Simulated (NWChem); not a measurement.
# TiH₄O; SMILES [OH][TiH3]

```xyz
6

Ti     0.0000     0.0000     0.4777
O      0.0000     0.0000    -1.2413
H      0.0000     0.0000    -2.2016
H      1.5416     0.4820     0.9922
H     -0.3534    -1.5761     0.9922
H     -1.1883     1.0941     0.9922
```
Atoms are numbered in this order, from 1.

Level: PBE0/def2-SVP (NWChem), optimised geometry, unscaled harmonic frequencies. 

```
frequency (cm⁻¹)  IR intensity (km/mol)
----------------  ---------------------
147                               130.7
147                               130.7
426                                54.9
426                                54.9
568                               121.0
599                                80.0
599                                80.1
916                               296.0
1706                              430.6
1706                              430.6
1753                              100.5
3980                              449.4
```

```json
{
  "zero_point_energy": "18.5 kcal/mol",
  "thermal correction to the enthalpy at 298.15 K (with zero-point energy)": "22.4 kcal/mol",
  "heat capacity Cv": "16.3 cal/(mol K)",
  "entropy at 298.15 K and 1 atm (symmetry number 3)": "66.3 cal/(mol K)",
  "dipole_moment": "2.20 D"
}
```

Rigid rotor and harmonic oscillator.
